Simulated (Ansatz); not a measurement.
Worked example: SnH(NH2)3 + C2H5ClGa → Sn(NH2)3 + C2H6ClGa

Species: SnH(NH2)3, singlet; C2H5ClGa `C[CH2][Ga][Cl]`, doublet; Sn(NH2)3, doublet; C2H6ClGa `C[CH2][GaH][Cl]`, singlet. A radical takes H: the energy is the difference in strength between the Sn–H bond broken and the Ga–H bond made.

Shapes, held fixed at every level: PBE0-D4/def2-TZVP. Flexible molecules stand in one conformer, not always the lowest. Programs: Ansatz 0.2.0. Electronic energies: no zero-point or thermal term.

At CCSD(T)/def2-TZVPP; 1 Eh = 2625.50 kJ/mol:

| species | energy (Eh) |
| --- | --- |
| SnH(NH2)3 | -381.906041 |
| C2H5ClGa | -2462.289275 |
| Sn(NH2)3 | -381.286741 |
| C2H6ClGa | -2462.919960 |

Q: Work out ΔE of the reaction at this level.

A: 
1. Products less reactants: (-381.286741) + (-2462.919960) − [(-381.906041) + (-2462.289275)] = -0.011385 Eh = -29.9 kJ/mol.

Other levels give -45.0 (r2SCAN-D4/def2-TZVPP) to -12.3 kJ/mol (HF/def2-TZVPP). No measured value is set beside it here. Open shells run unrestricted. For atoms past krypton def2 sets carry core potentials with scalar relativity. Relativity is left out for Ga. Outer-core shells of Ga, Sn are correlated in most correlated rows, in sets that cover them unevenly.
